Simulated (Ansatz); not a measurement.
Consider the substitution at a C–Si bond: `CC[Se][SiH2]C` + `[NH2][Mg][OH]` → `C[O][Mg][NH2]` + `CC[Se][SiH3]`.

Program: Ansatz. Geometries: PBE0-D4/def2-TZVP. ΔE: electronic, gas phase. CCSD(T)/CBS is the MP2 limit (def2-TZVPP, def2-QZVPP) plus CCSD(T) − MP2 in def2-TZVPP, frozen cores. DFT in def2-TZVPP. B3LYP here is the variant with VWN-RPA as its local correlation; programs differ in this. For Mg, Se outer-core shells are correlated without core-valence functions, which leaves a few kJ/mol of doubt a bond. Scalar relativity is left out up to krypton. Each species was taken in one conformer, which may not be the lowest.

(1) Is it downhill or uphill in electronic energy at CCSD(T)/CBS, and by how much? (Best estimate.)

(2) What do these levels give: PBE-D4, ωB97X-V, ωB97M-V, B2PLYP, B3LYP, MP2/def2-TZVPP? (Estimate.)

Largest T1 diagnostic among the species: 0.010.

## Answers

(1) The calculation gave: Uphill: ΔE = +25.2 kcal/mol.

(2) Ansatz gave: PBE-D4 24.1, ωB97X-V 23.5, ωB97M-V 24.9, B2PLYP 23.3, B3LYP 21.7, MP2/def2-TZVPP 26.4 kcal/mol.

In def2-TZVPP, CCSD(T) changes the Hartree–Fock value by +4.6 kcal/mol (the triples alone add +0.5 kcal/mol) and MP2 by +6.7 kcal/mol. The D4 term adds +1.6 kcal/mol with B3LYP and +0.9 kcal/mol with PBE0; it sums over pairs of atoms, weighted by their polarisabilities, and B3LYP, whose exchange is more repulsive, gets the larger term.
